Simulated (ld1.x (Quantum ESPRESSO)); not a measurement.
## Before and after: TM potential for Rb (Z = 37)

ld1.x (Quantum ESPRESSO) 7.5 input, shortened:

```
&input
   title='Rb', zed=37., rel=1, dft='PZ', iswitch=3,
   config='[Kr] 4d-2 4f-2 5s1 5p0'
 /
 &inputp
   pseudotype=2, tm=.true., lloc=1,
   nlcc=.true., new_core_ps=.true., rcore=1.60
 /
4
5S  1  0   1.00   0.00  3.20  3.20  0.0
4D  3  2  -2.00  -0.15  3.35  3.35  0.0
4F  4  3  -2.00  -0.10  3.50  3.50  0.0
5P  2  1   0.00   0.00  3.30  3.30  0.0
 &test
   configts(1)='5s1 5p0'
 /
```

All-electron outer shells of the reference configuration (LDA (PZ), scalar-relativistic, ld1.x):

```tsv
shell	level (eV)	outermost node (bohr)	outermost maximum (bohr)
4p	-16.03	0.64	1.42
5s	-2.37	1.79	4.22
5p	-0.79	2.20	6.14
```

Change: wave 5p (bound): rc 3.30 bohr becomes 5p (bound): rc 3.72 bohr.

Cutoffs: the cutoffs (Ry, on a coarse ladder) from which the occupation-weighted sum of valence levels, in a spherical-Bessel basis at the reference potential, stays within 10 and 1 mRy of its value at 400 Ry; they do not see the model core or the augmentation charge, which bear on the density cutoff. Errors are all-electron minus pseudo energies relative to the spin-unpolarised reference configuration.

Task: Predict the effect on cutoff, ghosts and configuration errors.

Result: Both files are very soft, the changed one slightly softer (loose and tight cutoff 6 and 8 Ry → 6 and 6 Ry on this coarse ladder); both files keep a bound ghost (s); of the 4 tests that both files solve, the error grows in 2 and shrinks in 0 by more than 15 % and 0.3 meV (median size 2.9 → 4.4 meV).

| quantity | base | changed |
| --- | --- | --- |
| cutoff, loose | 6 Ry | 6 Ry |
| cutoff, tight | 8 Ry | 6 Ry |
| bound ghosts | s | s |
| error for 5s0.5 5p0, meV [ΔE 1.66 eV] | -3.3 | -4.1 |
| error for 5s0 5p1, meV [ΔE 1.62 eV] | -2.5 | -6.8 |
| error for 5s1 5p0 (spin-polarised), meV [ΔE -0.13 eV] | -1.2 | -1.2 |
| error for 5s0.5 5p0 (spin-polarised), meV [ΔE 1.62 eV] | -4.1 | -4.6 |

 A true bound ghost makes a file unfit for plane-wave use even where its test errors are small: the radial tests pick states by their node count and pass the ghost by.
